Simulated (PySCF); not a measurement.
Zr: ionisation energy

Zr [Kr] 4d2 5s2 (3F) → Zr⁺ [Kr] 4d2 5s1 (4F), as a difference of total energies. Calculation: PySCF 2.14, in aug-cc-pVTZ-PP with ECP28MDF (6s6p5d3f2g, 88 functions); a scalar-relativistic core potential. Correlated levels: valence: 4s2 4p6 frozen. The calculations carry no spin-orbit coupling.

| method | ionisation energy (eV) |
| --- | --- |
| UHF | 5.183 |
| LDA | 6.721 |
| PBE | 6.423 |
| PBE0 | 6.281 |
| r2SCAN | 6.129 |
| r2SCANh | 6.132 |
| wB97X | 6.856 |
| B3LYP | 6.593 |
| wB97M-V | 6.510 |
| MP2 (valence) | 6.113 |
| SCS-MP2 (valence) | 6.308 |

Errors of the correlated levels include the incompleteness of this basis and the frozen core.

MP2 underrates the near-degeneracy of ns² with np² in the lower species.

Q: Which method comes closest to the reference value, and which is furthest?

A: The reference is 6.639 eV (measured; NIST levels, between the centres of gravity of the two terms). Closest: B3LYP (error -0.046 eV); furthest: UHF (error -1.456 eV).
